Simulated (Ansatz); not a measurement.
`C[CH2][GaH2]`. Total charge 0; spin multiplicity 1.

Cartesian coordinates in Å:
```
C -0.347 -0.031 1.236
C -0.661 0.109 -0.256
Ga 0.980 -0.052 -1.349
H -1.250 0.059 1.847
H 0.349 0.739 1.581
H 0.100 -1.002 1.471
H -1.378 -0.658 -0.560
H -1.128 1.079 -0.448
H 1.457 -1.455 -1.887
H 1.878 1.211 -1.635
```

List the harmonic frequencies (cm⁻¹, unscaled) at PBE0-D4/def2-TZVP in Ansatz. (Estimate.)

Computed: 73i, 166, 211, 420, 532, 611, 705, 763, 958, 971, 1016, 1223, 1258, 1405, 1453, 1493, 1503, 1942, 1944, 3032, 3054, 3091, 3095, 3114.

Is this a minimum?

No: 1 imaginary mode, so it is a saddle point.
